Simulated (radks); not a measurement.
Task: Spherical quantum dot in the effective-mass picture: electrons in a well V = -V0 / (1 + exp((r - R)/a)) with V0 = 22.2, R = 2.55, a = 0.29, all in effective atomic units (hartree* = m*/eps^2 hartree, bohr* = eps/m* bohr), one dielectric constant everywhere. Method: non-relativistic Kohn-Sham, PBE, spin-polarised, spherical densities; computed with a radial shooting solver with Libxc functionals. Levels are named by radial order and angular momentum (1s, 1p, 1d, 2s, ...), and open shells are averaged over m. Each electron was tried in the lowest free levels, single moves between levels near the top were tried too, and the lowest total energy was kept; such a search can miss a lower state. The series stops at N = 30: beyond it a trial failed or the search could not be trusted, so later rows were left out. Give the order in which the levels fill up to N = 30, the shell closures and the spin along the way.

Result: Shells are first occupied in the order 1s, 1p, 1d, 2s, 1f. Open shells at each N (closed shells left out): 1: 1s(up 1, down 0); 2: none; 3: 1p(up 1, down 0); 4: 1p(up 2, down 0); 5: 1p(up 3, down 0); 6: 1p(up 3, down 1); 7: 1p(up 3, down 2); 8: none; 9: 1d(up 1, down 0); 10: 1d(up 2, down 0); 11: 1d(up 3, down 0); 12: 1d(up 4, down 0); 13: 1d(up 5, down 0); 14: 1d(up 5, down 1); 15: 1d(up 5, down 2); 16: 1d(up 5, down 3); 17: 1d(up 5, down 4); 18: none; 19: 2s(up 1, down 0); 20: none; 21: 1f(up 1, down 0); 22: 1f(up 2, down 0); 23: 2s(up 1, down 0) 1f(up 4, down 0); 24: 2s(up 1, down 0) 1f(up 5, down 0); 25: 2s(up 1, down 0) 1f(up 6, down 0); 26: 2s(up 1, down 0) 1f(up 7, down 0); 27: 1f(up 7, down 0); 28: 1f(up 7, down 1); 29: 2s(up 1, down 0) 1f(up 7, down 3); 30: 2s(up 1, down 0) 1f(up 7, down 4). All shells are closed at N = 2, 8, 18, 20 (there: 1s2 1p6 1d10 2s2). Largest 2S: 8, at N = 26.
